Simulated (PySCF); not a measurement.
# SMILES C=C(F)/C(F)=C/[Se]C, C5H6F2Se

Geometry:
| atom | x (Å) | y (Å) | z (Å) |
| --- | --- | --- | --- |
| C1 | -2.783 | 0.303 | 0.980 |
| C2 | -1.750 | 0.882 | 0.366 |
| F3 | -1.888 | 2.060 | -0.249 |
| C4 | -0.396 | 0.347 | 0.285 |
| F5 | -0.256 | -0.829 | 0.908 |
| C6 | 0.621 | 0.952 | -0.346 |
| Se7 | 2.411 | 0.465 | -0.574 |
| C8 | 2.484 | -1.309 | 0.209 |
| H9 | -3.760 | 0.786 | 0.988 |
| H10 | -2.648 | -0.657 | 1.476 |
| H11 | 0.389 | 1.910 | -0.817 |
| H12 | 3.516 | -1.649 | 0.047 |
| H13 | 1.788 | -1.986 | -0.301 |
| H14 | 2.267 | -1.275 | 1.282 |

Method: TDDFT CAM-B3LYP/aug-cc-pVDZ circular dichroism and optical rotation, one conformer, IEF-PCM ethanol (non-equilibrium linear response, no local-field factor) in PySCF. Geometry: PBE0-D3(BJ)/def2-SVP.

The calculation is non-relativistic, which matters for the atoms heavier than Zn. No stereocentre is labelled: unless the shape is locked (an allene, a helicene, a hindered biaryl), the mirror image is equally populated and a measured rotation or CD is zero.

Task: Give the optical rotatory dispersion at 633, 589.3, 546, 436, 405, 365, 355 nm.

Result: [α] in deg dm⁻¹ (g/mL)⁻¹:
```tsv
λ (nm)	origin-invariant length gauge	modified velocity gauge	length gauge (centre of mass)	isotropic polarisability (au)
633	+46.5	+45.8	+46.2	124.2
589.3	+57.2	+56.4	+56.8	125.8
546	+72.5	+71.5	+72.0	127.9
436	+167.8	+166.1	+166.8	138.2
405	+238.2	+236.0	+236.7	144.2
365	+437.3	+433.7	+434.7	157.3
355	+531.5	+527.2	+528.4	162.4
```

Task: And for the mirror image at 589.3 nm?

Result: -57.2 deg dm⁻¹ (g/mL)⁻¹ (origin-invariant length gauge): the same size and the opposite sign.

Task: What is the molar rotation [Φ] = [α]·M/100 of the geometry above at 589.3 nm?

Result: With M = 183.07 g/mol, +104.7 deg cm² dmol⁻¹ (origin-invariant length gauge).

The first excitation lies at 4.57 eV (271 nm) with R = +39.0 × 10⁻⁴⁰ esu² cm² (velocity form).
